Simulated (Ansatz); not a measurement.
Cl₂H₅NO₂Si₂, SMILES `O[Si@H](Cl)N[Si@@H](O)Cl`. Charge 0, multiplicity 1.

```xyz
12

O     0.564   -1.907    1.802
Si    0.500   -0.419    1.140
Cl   -0.705    0.802    2.307
N    -0.175   -0.642   -0.408
Si   -0.398    0.532   -1.636
O    -0.377    2.012   -0.951
Cl    1.124    0.553   -3.000
H     0.700   -1.983    2.748
H     1.798    0.277    1.108
H    -0.525   -1.574   -0.586
H    -1.630    0.220   -2.388
H    -0.876    2.129   -0.138
```

Give the diagnostics of a CCSD(T)/def2-TZVPP run (frozen core, Ansatz 0.2.0). (Best estimate.)

Computed: T1 = 0.0105, largest single amplitude 0.011, largest double 0.011, (T) share of the correlation energy 3.8 %, 8 CCSD cycles. The RHF solution is stable towards an unrestricted one. T1 lies under the customary mark of 0.02 for closed shells.
